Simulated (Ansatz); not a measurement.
Computed with Ansatz on PBE0-D4/def2-TZVP structures; ΔE is electronic, products minus reactants. CCSD(T)/CBS is the MP2 limit (def2-TZVPP, def2-QZVPP) plus CCSD(T) − MP2 in def2-TZVPP, frozen cores. One conformer a species, not always the lowest.

Consider the substitution at a C–S bond: `CSB(C)N` + `CNC=O` → `CN(C)C=O` + `CB(N)S`.

```tsv
level	ΔE (kJ/mol)
CCSD/def2-TZVPP	2.1
CCSD(T)/def2-TZVPP	2.1
MP2/def2-QZVPP	6.9
SCS-MP2/def2-QZVPP	6.2
```

**Question.** What does CCSD(T)/CBS give? (An estimate is asked.)

**Answer.** Computed: +6.5 kJ/mol. The listed levels differ from it by -4.4, -4.4, 0.4, -0.3 kJ/mol.

Largest T1 diagnostic among the species: 0.015.
